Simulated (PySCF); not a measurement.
## Static response to an electric field

Species: C9H10.
Structure used (PBE0-D3(BJ)/def2-SVP), in Å, numbered top down from 1:
```
atom  x, y, z in Å
C1     2.7525    1.5509    0.0417
C2     1.7928    0.8131   -0.0131
C3     0.6463   -0.0898   -0.0986
C4     1.1098   -1.5367   -0.2067
C5    -0.4103    0.2804    0.9454
C6    -1.7851    0.0099    0.3379
C7    -1.5852   -0.4892   -1.0819
C8    -0.3869    0.4745   -1.1339
C9    -1.0469    1.2849    0.0370
H10    3.6037    2.2035    0.0941
H11    0.2581   -2.2299   -0.1812
H12    1.7736   -1.7848    0.6346
H13    1.6716   -1.6987   -1.1394
H14   -0.2658    0.3498    2.0255
H15   -2.6559   -0.1188    0.9842
H16   -2.3941   -0.1259   -1.7334
H17   -1.4138   -1.5604   -1.2777
H18   -0.0158    0.8779   -2.0838
H19   -1.3029    2.3341    0.1755
```

Level: wB97X-D/def2-SVPD (PySCF), static field, nuclei fixed, core orbitals frozen in the response. The polarisability tensor in these axes (au):

```
x   109.73  10.00   2.57
y    10.00  91.65   2.42
z     2.57   2.42  81.58
```

Give the principal values, the mean and the anisotropy Δα = √{½[(α1 − α2)² + (α2 − α3)² + (α1 − α3)²]}.

Principal values 81.02, 87.43 and 114.51 au; mean 94.32 au = 13.98 Å³ = 15.55 × 10⁻⁴⁰ C²·m²/J; Δα = 30.78 au (33 % of the mean).

What is the dipole moment, and where does it point?

(-0.83, -0.15, -0.03) D, 0.84 D in size, pointing from the negative to the positive side. Measured along this direction, the outermost atoms are H10 at the negative end and H15 at the positive end.

Traceless (Buckingham) quadrupole moment about the centre of nuclear charge: eigenvalues?

-1.71, -0.50, 2.21 D·Å. The values depend on the origin, since the dipole doesn't vanish. The electronic extent ⟨r²⟩ about the same centre is 1033 bohr², a root-mean-square distance of 2.13 Å for the 64 electrons.

Directions of the eigenvectors, and the extent of the frame along each?

Largest value along (0.91, 0.41, 0.10), where the nuclei span 6.58 Å; middle along (-0.42, 0.89, 0.18), 5.07 Å; least along (-0.01, -0.21, 0.98), 4.13 Å. The response follows the extents in order.

Estimate the molar refractivity from the static electronic polarisability.

Lorentz–Lorenz: R = (4π/3)N_A α = 2.5225 cm³/(mol·Å³) × 13.98 Å³ = 35.3 cm³/mol, in the limit of long wavelengths.

Orientational against electronic polarisability at 400 K (dilute gas, rigid molecules)?

In Gaussian units μ²/3kT = 4.28 Å³ against 13.98 Å³, a ratio of 0.31; the Debye molar polarisation (4π/3)N_A(α + μ²/3kT) is 46.0 cm³/mol, leaving out the vibrational part.

Isolated species at its PBE0-D3(BJ)/def2-SVP geometry, gas phase.
